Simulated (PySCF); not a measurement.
Charge-transfer reorganisation: SMILES C=C/C=C(\N)C=O, C₅H₇NO

Geometry (Å), atoms numbered from 1 in this order:
```xyz
14

C     2.7469    0.4000    0.3939
C     1.5403   -0.0810    0.0334
C     0.2761    0.4063    0.5363
C    -0.9616   -0.0280    0.1523
N    -1.2591   -1.0129   -0.7675
C    -2.1447    0.5795    0.8017
O    -3.2878    0.3000    0.4876
H     2.8416    1.2250    1.1061
H     3.6701   -0.0188   -0.0107
H     1.5073   -0.9139   -0.6787
H     0.3051    1.1894    1.2998
H    -0.6256   -1.1295   -1.5499
H    -2.2430   -1.0095   -1.0294
H    -1.9171    1.3226    1.6030
```

Method used: PySCF 2.14.0, UKS B3LYP/cc-pVDZ four-point reorganisation energy, gas phase. Geometry: B3LYP/cc-pVDZ.

(1) What is the inner reorganisation energy for hole transfer, with the ionisation energy?

(2) What is the inner reorganisation energy for electron transfer, with the electron affinity?

Answers

(1) λ = 0.358 (surface of the oxidised species) + 0.216 (surface of the starting species) = 0.574 eV. The ionisation energy is 7.85 eV vertical and 7.49 eV adiabatic without zero-point energy; at the relaxed geometry of the oxidised species the two energies differ by 7.27 eV. Largest bond changes: C4–N5 1.380 → 1.319 Å, C3–C4 1.367 → 1.415 Å, C4–C6 1.480 → 1.524 Å, C2–C3 1.445 → 1.408 Å, C1–C2 1.348 → 1.376 Å. ⟨S²⟩ of the relaxed oxidised species 0.770.

(2) λ = 0.367 (surface of the reduced species) + 0.332 (surface of the starting species) = 0.699 eV. The electron affinity is -0.08 eV vertical and 0.29 eV adiabatic without zero-point energy; at the relaxed geometry of the reduced species the two energies differ by 0.62 eV. Largest bond changes: C4–C6 1.480 → 1.421 Å, C4–N5 1.380 → 1.433 Å, C6–O7 1.218 → 1.267 Å, C3–C4 1.367 → 1.408 Å, C1–C2 1.348 → 1.382 Å. ⟨S²⟩ of the relaxed reduced species 0.767.

The highest occupied orbital of the reduced species is unbound in this basis, so its energies are rough.
